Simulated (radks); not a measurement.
Task: Ionisation of the carbon ion C3+, [He] 2s1, to [He] as the strength of local exchange is varied. All-electron calculation, Dirac Kohn-Sham, Slater X-alpha exchange (alpha = 2/3 is LDA exchange), no correlation, spin-unpolarised, spherical densities, point nucleus. Program: a radial shooting solver on a logarithmic mesh with Libxc functionals.

alpha  E(C3+) (hartree)  exchange (hartree)  IE (eV)  -e of the level emptied (eV)  <r> of it (bohr)
0.667         -34.16398            -3.33855   62.092                54.452 (2s1/2)             1.292
0.915         -35.41809            -4.67422   65.534                58.371 (2s1/2)             1.253
1.031         -36.01346            -5.31652   67.177                60.253 (2s1/2)             1.236
1.036         -36.03925            -5.34445   67.248                60.335 (2s1/2)             1.235
x             -35.75615            -5.03829   66.466                59.438 (2s1/2)             1.243

Which alpha was used in the last row?

Result: alpha = 0.981. NIST Atomic Spectra Database: 64.494 eV (measured). The Delta-SCF value meets it near alpha = 0.84. Spin polarisation and multiplet splitting are left out, so open shells lie too high by an amount that depends on their filling.

Beside tabulated values, note that spin-unpolarised runs miss the spin-polarisation part of the exchange energy of open shells.
